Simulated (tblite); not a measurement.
Compound: C₃H₁₂NOSi₂ (doublet state).
Numbering: `[CH3:1][NH:2][SiH:3][SiH2:4][CH2:5][O:6][CH3:7]` (hydrogens: H8, H9, H10 on C1; H11 on N2; H12 on Si3; H13, H14 on Si4; H15, H16 on C5; H17, H18, H19 on C7)

Computed geometry: GFN2-xTB, gas phase. This method treats the open shell by occupation alone, without spin polarisation.

Q: Give the optimised bond lengths and angles.

A: 
```json
{"bond": "C1–N2", "length (bohr)": "2.717", "order": "single"}
{"bond": "N2–Si3", "length (bohr)": "3.282", "order": "single"}
{"bond": "Si3–Si4", "length (bohr)": "4.310", "order": "single"}
{"bond": "Si4–C5", "length (bohr)": "3.607", "order": "single"}
{"bond": "C5–O6", "length (bohr)": "2.674", "order": "single"}
{"bond": "O6–C7", "length (bohr)": "2.646", "order": "single"}
{"bond": "C1–H8, C1–H9, C1–H10", "length (bohr)": "2.065", "order": "single"}
{"bond": "N2–H11", "length (bohr)": "1.905", "order": "single"}
{"bond": "Si3–H12", "length (bohr)": "2.786", "order": "single"}
{"bond": "Si4–H13, Si4–H14", "length (bohr)": "2.802", "order": "single"}
{"bond": "C5–H15, C5–H16", "length (bohr)": "2.073", "order": "single"}
{"bond": "C7–H17, C7–H18", "length (bohr)": "2.066", "order": "single"}
{"bond": "C7–H19", "length (bohr)": "2.075", "order": "single"}
```

Bonds in one row agree within 0.02 bohr and their mean is given. Orders are formal, as drawn. A selection of angles:
```json
{"angle": "N2–C1–H8", "degrees": "108.9"}
{"angle": "N2–C1–H9", "degrees": "112.5"}
{"angle": "H8–C1–H9", "degrees": "108.3"}
{"angle": "H8–C1–H10", "degrees": "108.5"}
{"angle": "C1–N2–Si3", "degrees": "124.1"}
{"angle": "C1–N2–H11", "degrees": "111.6"}
{"angle": "Si3–N2–H11", "degrees": "119.0"}
{"angle": "N2–Si3–Si4", "degrees": "109.6"}
{"angle": "N2–Si3–H12", "degrees": "98.1"}
{"angle": "Si4–Si3–H12", "degrees": "125.0"}
{"angle": "Si3–Si4–C5", "degrees": "98.4"}
{"angle": "Si3–Si4–H13", "degrees": "133.6"}
{"angle": "Si3–Si4–H14", "degrees": "109.3"}
{"angle": "C5–Si4–H13", "degrees": "104.1"}
{"angle": "C5–Si4–H14", "degrees": "108.0"}
{"angle": "H13–Si4–H14", "degrees": "101.6"}
{"angle": "Si4–C5–O6", "degrees": "104.6"}
{"angle": "Si4–C5–H15", "degrees": "112.5"}
{"angle": "Si4–C5–H16", "degrees": "112.6"}
{"angle": "O6–C5–H15", "degrees": "110.2"}
{"angle": "H15–C5–H16", "degrees": "106.9"}
{"angle": "C5–O6–C7", "degrees": "114.5"}
{"angle": "O6–C7–H17", "degrees": "106.9"}
{"angle": "O6–C7–H18", "degrees": "111.2"}
{"angle": "H17–C7–H18", "degrees": "109.5"}
```

Torsions: C1–N2–Si3–Si4 -47° (synclinal); N2–Si3–Si4–C5 -162° (antiperiplanar); Si3–Si4–C5–O6 -16° (synperiplanar); Si4–C5–O6–C7 178° (antiperiplanar). The mirror-image conformer, all signs reversed, is as good.

N2 (nitrogen bonded to C, Si and H) has angles 124.1°, 119.0° and 111.6°, sum 354.7°, 0.18 Å off the plane of its three neighbours. Si4 (silicon bonded to C, Si and 2 H) has angles from 98.4° to 133.6°. Of the pairs four or more bonds apart, Si4···H8 is among the closest relative to their van der Waals radii: 3.01 Å, 91 % of the sum of Bondi's values. Si3 (silicon bonded to N, Si and H) is pyramidal (angles 125.0°, 109.6° and 98.1°, sum 332.7°, 0.54 Å off the plane of its three neighbours).

Point group: C1 (no symmetry element, even within 0.4 Å). Its GFN2-xTB frequencies are all real (lowest 39 cm⁻¹). 3 starts were optimised and ended at 0.00, 2.07 and 2.99 kcal/mol (GFN2-xTB); the lowest of these is shown.
